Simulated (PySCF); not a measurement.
C4H9FSi, SMILES [C@@H]1(C)[C@@](F)(C1)[SiH3].

Coordinates come from a B3LYP-D3(BJ)/def2-SVP optimisation. The structure was generated by enumeration; whether it is a known compound was not checked.

Computed with PySCF with PBE0/def2-TZVP.

```yaml
total_energy: -546.83113 hartree
highest_occupied_level: -7.87 eV
lowest_empty_level: 0.70 eV
orbital_gap: 8.57 eV
dipole_moment: 1.77 D
quadrupole, principal values (traceless, Buckingham form, about the centre of nuclear charge): -3.77, 1.70, 2.07 D·Å
mean_static_polarisability: 73.4 bohr³ (10.88 Å³)
polarisability_principal_values: 66.1, 72.5, 81.6 bohr³
```
